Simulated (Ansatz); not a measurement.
Harmonic frequencies (cm⁻¹) at PBE0-D4/def2-TZVP from Ansatz: 64, 90, 114, 310, 698, 723, 765, 866, 950, 953, 960, 1418, 2252, 2265, 2267.

Each molecule was computed in one conformer, which needn't be the lowest.

Question: Which molecule is it?
A. `[SiH3]O[B]Cl`•
B. `[NH][SiH](O)F`•
C. `[SiH2][SiH2]Cl`•
D. `[CH3][Ga][OH]`•

Answer: A.
